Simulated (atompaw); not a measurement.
## Reading a pseudo-wave (rubidium)

Columns: radius, all-electron u(r) and pseudo u(r) of the 5p shell (level -1.45 eV) of rubidium in the configuration [Ar] 3d10 4s2 4p6 4d0 5s0.75 5p0; PBEsol, scalar-relativistic, PAW (atompaw) scheme, atompaw 4.2.0.5.

| r (bohr) | all-electron | pseudo |
| --- | --- | --- |
| 0.115 | -0.0476 | -0.0001 |
| 0.231 | 0.0335 | -0.0003 |
| 0.346 | 0.0819 | -0.0006 |
| 0.462 | 0.0697 | -0.0011 |
| 0.577 | 0.0249 | -0.0016 |
| 0.692 | -0.0281 | -0.0023 |
| 0.808 | -0.0765 | -0.0030 |
| 0.923 | -0.1137 | -0.0037 |
| 1.038 | -0.1387 | -0.0044 |
| 1.154 | -0.1522 | -0.0048 |
| 1.269 | -0.1554 | -0.0050 |
| 1.385 | -0.1501 | -0.0048 |
| 1.500 | -0.1382 | -0.0039 |
| 1.615 | -0.1212 | -0.0020 |
| 1.731 | -0.1003 | 0.0010 |
| 1.846 | -0.0770 | 0.0056 |
| 1.962 | -0.0517 | 0.0122 |
| 2.077 | -0.0256 | 0.0210 |
| 2.192 | 0.0009 | 0.0324 |
| 2.308 | 0.0276 | 0.0468 |
| 2.423 | 0.0538 | 0.0639 |
| 2.538 | 0.0793 | 0.0836 |
| 2.654 | 0.1044 | 0.1056 |
| 2.769 | 0.1283 | 0.1285 |
| 2.885 | 0.1515 | 0.1515 |
| 3.000 | 0.1735 | 0.1735 |

Problem. How many radial nodes do the two functions have?

Solution. The all-electron 5p function has n − l − 1 = 3; the pseudo-wave has 1, since 1 lower shell of the same l stays in the valence.

Problem. Is the pseudo-wave norm-conserving?

Solution. No, it belongs to a PAW set: the norm inside the radius is not constrained, and the difference is carried by the augmentation charge.
